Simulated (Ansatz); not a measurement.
`[F][GeH2][I]` → F• + `[GeH2][I]`• at 500 K and 1 bar (homolysis of the F–Ge bond).

Gas-phase electronic energies from Ansatz, PBE0-D4/def2-TZVP geometries. CCSD(T)/CBS is the MP2 limit (def2-TZVPP, def2-QZVPP) plus CCSD(T) − MP2 in def2-TZVPP, frozen cores. This one scheme is used for every species, atoms too. No spin–orbit coupling; open shells (•) take unrestricted orbitals. Spin–orbit coupling would lower the free atoms: a little for F. def2 core potentials past Kr. Bonds to Ge, I are less sure, by a few kJ/mol each and by 10 to 20 or more in all where they break to atoms, as the def2 sets lack core-valence functions. Scalar relativity is left out up to krypton.

| species | CCSD(T)/CBS energy (Eh) | H − E (kJ/mol) | S (J/(mol·K)) |
| --- | --- | --- | --- |
| `[F][GeH2][I]` | -2474.61172 | 79.0 | 353.2 |
| F• | -99.66871 | 10.4 | 171.2 |
| `[GeH2][I]`• | -2374.73820 | 62.2 | 324.6 |

H − E and S are ideal-gas, rigid-rotor, harmonic terms from PBE0-D4/def2-TZVP, with the whole ground term of open shells counted as degenerate. 1 Eh = 2625.50 kJ/mol, R = 8.31446 J/(mol·K).

Task: By hand: ΔE, ΔH, ΔS and ΔG.

Result: ΔE = (-99.66871) + (-2374.73820) − (-2474.61172) = 0.20481 Eh = 537.7 kJ/mol. Δ(H − E) = 10.4 + 62.2 − 79.0 = -6.4, so ΔH = 531.3 kJ/mol. ΔS = 171.2 + 324.6 − 353.2 = 142.6 J/(mol·K). ΔG = 531.3 − 500 × (142.6)/1000 = 460.0 kJ/mol.

Task: By hand: the equilibrium constant, and the temperature at which ΔG would vanish if ΔH and ΔS stayed fixed.

Result: log₁₀ K = −ΔG/(RT ln 10) = -48.1. ΔG = 0 at ΔH/ΔS = 3726 K, far beyond where these terms or the molecules hold.

The number of gas molecules changes by +1, which sets the sign of ΔS. A doubt of 5 kJ/mol in ΔE shifts log₁₀ K by 0.5 here. These are equilibria of isolated gas molecules and say nothing of rates. Largest T1 diagnostic: 0.012 (customary marks: 0.02 for closed shells, 0.045 for open ones).
